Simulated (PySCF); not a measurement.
Basis and Hamiltonian dependence of the excitation energy of K

K [Ar] 4s1 (2S) → K [Ar] 4p1 (2P). All values are computed (PySCF 2.14, energy differences of UHF-based or UKS calculations, no spin-orbit coupling). Values in eV.

```json
{"basis": "x2c-TZVPPall", "Hamiltonian": "spin-free X2C", "functions": "33", "UHF": "1.780", "PBE": "1.584", "PBE0": "1.621", "CCSD(T) (valence and next inner shell)": "1.869"}
{"basis": "aug-cc-pVDZ-X2C", "Hamiltonian": "spin-free X2C", "functions": "36", "UHF": "1.419", "PBE": "1.384", "PBE0": "1.400", "CCSD(T) (valence and next inner shell)": "n/a"}
{"basis": "ANO-RCC-VTZP", "Hamiltonian": "spin-free X2C", "functions": "38", "UHF": "1.430", "PBE": "1.401", "PBE0": "1.411", "CCSD(T) (valence and next inner shell)": "n/a"}
{"basis": "x2c-TZVPPall with one added diffuse shell each of s, p, d type", "Hamiltonian": "spin-free X2C", "functions": "42", "UHF": "1.499", "PBE": "1.437", "PBE0": "1.459", "CCSD(T) (valence and next inner shell)": "1.640"}
{"basis": "aug-cc-pVTZ-X2C", "Hamiltonian": "spin-free X2C", "functions": "59", "UHF": "1.421", "PBE": "1.377", "PBE0": "1.397", "CCSD(T) (valence and next inner shell)": "n/a"}
{"basis": "dyall-av2z", "Hamiltonian": "non-relativistic", "functions": "66", "UHF": "1.407", "PBE": "1.377", "PBE0": "1.389", "CCSD(T) (valence and next inner shell)": "n/a"}
{"basis": "def2-QZVPPD", "Hamiltonian": "non-relativistic", "functions": "70", "UHF": "1.408", "PBE": "1.371", "PBE0": "1.385", "CCSD(T) (valence and next inner shell)": "1.588"}
{"basis": "aug-cc-pwCVTZ-X2C", "Hamiltonian": "spin-free X2C", "functions": "84", "UHF": "1.420", "PBE": "1.385", "PBE0": "1.399", "CCSD(T) (valence and next inner shell)": "1.611"}
{"basis": "x2c-QZVPPall with one added diffuse shell each of s, p, d, f type", "Hamiltonian": "spin-free X2C", "functions": "89", "UHF": "1.421", "PBE": "1.387", "PBE0": "1.401", "CCSD(T) (valence and next inner shell)": "1.606"}
{"basis": "aug-cc-pVQZ-X2C", "Hamiltonian": "spin-free X2C", "functions": "93", "UHF": "1.421", "PBE": "1.387", "PBE0": "1.403", "CCSD(T) (valence and next inner shell)": "n/a"}
{"basis": "aug-cc-pwCVTZ-X2C with one added diffuse shell each of s, p, d, f type", "Hamiltonian": "spin-free X2C", "functions": "100", "UHF": "1.420", "PBE": "1.385", "PBE0": "1.399", "CCSD(T) (valence and next inner shell)": "1.611"}
{"basis": "dyall-av3z", "Hamiltonian": "non-relativistic", "functions": "118", "UHF": "1.406", "PBE": "1.378", "PBE0": "1.389", "CCSD(T) (valence and next inner shell)": "n/a"}
{"basis": "dyall-av3z", "Hamiltonian": "spin-free X2C", "functions": "118", "UHF": "1.420", "PBE": "1.395", "PBE0": "1.406", "CCSD(T) (valence and next inner shell)": "n/a"}
{"basis": "dyall-acv3z", "Hamiltonian": "non-relativistic", "functions": "135", "UHF": "1.406", "PBE": "1.378", "PBE0": "1.389", "CCSD(T) (valence and next inner shell)": "n/a"}
```

Frozen in the all-electron rows: valence and next inner shell: [Ne]; valence: [Ar].

At UHF, x2c-TZVPPall lies more than 0.3 eV from the median of the rows with comparable relativity. Of these, x2c-TZVPPall has no diffuse functions of the l that the added or promoted electron needs.

Non-relativistic rows lack the scalar-relativistic shift.

Reference for a calculation without spin-orbit coupling: 1.615 eV (measured, between term centres; NIST).
